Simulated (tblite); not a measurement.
C9H6N2.
Bonds: N1–C2 (triple), C2–C3, C3–C4 (aromatic), C4–C5 (aromatic), C5–N6 (aromatic), N6–C7 (aromatic), C7–C8 (aromatic), C8–C9 (aromatic), C9–C10 (aromatic), C10–C11 (aromatic), C3–C11 (aromatic), N6–C10 (aromatic). Hydrogens: H12 on C4; H13 on C5; H14 on C7; H15 on C8; H16 on C9; H17 on C11.

A start from a force field or distance geometry was refined with GFN2-xTB geometry optimisation, gas phase (tblite). Values at the start:

| coordinate | start |
| --- | --- |
| N1≡C2 | 1.169 Å |
| C2–C3 | 1.441 Å |
| C3–C4 | 1.402 Å |
| C3–C11 | 1.375 Å |
| C4–C5 | 1.396 Å |
| C4–H12 | 1.070 Å |
| C5–N6 | 1.353 Å |
| C5–H13 | 1.083 Å |
| N6–C7 | 1.352 Å |
| N6–C10 | 1.345 Å |
| C7–C8 | 1.387 Å |
| C7–H14 | 1.080 Å |
| C8–C9 | 1.404 Å |
| C9–C10 | 1.386 Å |
| C10–C11 | 1.382 Å |
| C11–H17 | 1.094 Å |
| N1–C2–C3 | 178.4° |
| C3–C4–C5 | 116.9° |
| C4–C3–C11 | 121.2° |
| C5–N6–C10 | 122.4° |
| N6–C10–C9 | 111.3° |
| C7–N6–C10 | 108.0° |
| C8–C9–C10 | 104.0° |
| C9–C10–C11 | 129.4° |

How do these coordinates change at the GFN2-xTB level?

```
coordinate  GFN2-xTB (Å or °)  change
    N6–C10              1.400  +0.055
     C4–C5              1.354  -0.042
     C2–C3              1.409  -0.032
     C3–C4              1.427  +0.025
     N1≡C2              1.148  -0.021
   C10–C11              1.398  +0.016
   C11–H17              1.079  -0.015
     C8–C9              1.393  -0.011
     C5–N6              1.361  +0.008
    C4–H12              1.078  +0.008
    C7–H14              1.072  -0.008
     C7–C8              1.382  -0.005
    C9–C10              1.391  +0.005
     N6–C7              1.348  -0.004
    C5–H13              1.080  -0.003
    C3–C11              1.377  +0.002
C9–C10–C11              133.7    +4.3
 N6–C10–C9              107.2    -4.1
 C8–C9–C10              107.2    +3.2
  C3–C4–C5              119.9    +3.0
 C4–C3–C11              119.8    -1.4
  N1–C2–C3              179.7    +1.3
 C5–N6–C10              121.3    -1.1
 C7–N6–C10              108.8    +0.8
```

The energy falls by 0.262 eV over 34 L-BFGS steps, the largest force on an atom goes from 2.67 to 0.004 eV/Å, and the atoms move by 0.052 Å rms after alignment. The bond that changes most is N6–C10 (pyrrole-type nitrogen to ring-fusion aromatic carbon), which lengthens by 0.055 Å. Bonds longer at the end by more than 0.005 Å: 5 of 18; shorter: 7. Rotational constants go from 3447, 765.6, 626.4 to 3484, 761.6, 625.0 MHz.

On one thread of an Arm Neoverse V2, shared host, this took 0.21 s wall.

Its GFN2-xTB frequencies are all real (lowest 90 cm⁻¹).

These are computed values.
